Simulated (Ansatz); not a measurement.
Harmonic frequencies (cm⁻¹) at PBE0-D4/def2-TZVP from Ansatz: 118, 166, 223, 238, 346, 452, 462, 801, 840, 892, 896, 929, 1387, 2270, 2699.

Each molecule was computed in one conformer, which needn't be the lowest.

(1) Which molecule is it?
A. `FC(S)[SeH]`
B. `B1[CH2][InH][O]1`
C. `FC1=NCS1`
D. `B[S][Al]([F])[F]`

Results:

(1) D.
